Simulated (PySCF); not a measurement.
Four-centre ligand exchange

Start structure (SnH₆O, closed shell), relaxed at PBE0-D4/def2-TZVP:

```json
{"atom": "Sn1", "x (Å)": "-0.8383", "y (Å)": "0.5986", "z (Å)": "-0.7125"}
{"atom": "H2", "x (Å)": "-0.3384", "y (Å)": "1.5528", "z (Å)": "0.6088"}
{"atom": "H3", "x (Å)": "0.5000", "y (Å)": "0.1196", "z (Å)": "-1.6511"}
{"atom": "H4", "x (Å)": "-1.7481", "y (Å)": "-0.7398", "z (Å)": "-0.1954"}
{"atom": "H5", "x (Å)": "-1.8388", "y (Å)": "1.5795", "z (Å)": "-1.7023"}
{"atom": "H6", "x (Å)": "1.2729", "y (Å)": "-0.6990", "z (Å)": "1.9058"}
{"atom": "O7", "x (Å)": "1.0745", "y (Å)": "-1.1510", "z (Å)": "1.0823"}
{"atom": "H8", "x (Å)": "1.9242", "y (Å)": "-1.2943", "z (Å)": "0.6588"}
```

The step: SnH₄ + H₂O → SnH₄O ([OH][SnH3]) + H₂; bonds formed: Sn1–O7, H2–H6; bonds broken: Sn1–H2, H6–O7. PySCF 2.14 with density fitting (its default auxiliary sets; JK sets also for MP2 and CCSD(T)); basis: def2-TZVPP and def2-QZVPP; cores frozen in the correlated methods. Filled d shells of the heavier atoms are correlated. Core potentials replace the inner electrons of the atoms past krypton. The def2 sets are not built for correlating such inner shells, so the correlated values are less sure here. Extrapolation: Hartree–Fock as exp(−7.88 √X), correlation as X^−2.97. Energies below are by CCSD(T) at an estimated basis limit (MP2 extrapolated from triple and quadruple zeta, plus CCSD(T) − MP2 in triple zeta).

(1) What are the electronic barrier and the energy of the step, from the start structure to the end structure? (Judge from chemistry; the value comes from the calculation.)

The T1 diagnostic stays at or below 0.015.

## Answers

(1) The calculation gives: Barrier 39.10 kcal/mol; step energy 2.42 kcal/mol (uphill); reverse barrier, their difference, 36.68 kcal/mol. Barrier and step energy count from the start structure, the reverse barrier from the end structure.

The saddle point: One imaginary mode of 1326i cm⁻¹.
```json
{"pair": "Sn1–O7", "start (Å)": "3.15", "saddle (Å)": "2.18", "end (Å)": "1.97"}
{"pair": "H2–H6", "start (Å)": "3.06", "saddle (Å)": "1.06", "end (Å)": "0.75"}
{"pair": "Sn1–H2", "start (Å)": "1.70", "saddle (Å)": "2.10", "end (Å)": "3.95"}
{"pair": "H6–O7", "start (Å)": "0.96", "saddle (Å)": "1.19", "end (Å)": "2.55"}
```

Zero-point energy (harmonic, PBE0-D4): ZPE is 30.98 kcal/mol at the start and 28.99 kcal/mol at the saddle, so the barrier goes from 39.10 to 37.11 kcal/mol.

Labels in which every atom is bracketed show which atoms are joined, not bond orders.

For scale, one of the runs: CCSD(T)/def2-TZVPP, 165 basis functions, launched by `OMP_NUM_THREADS=4 python run.py`. Hardware: 4 CPU threads of an Intel Xeon, shared host. Wall time 5 min; peak host memory 1.7 GiB.
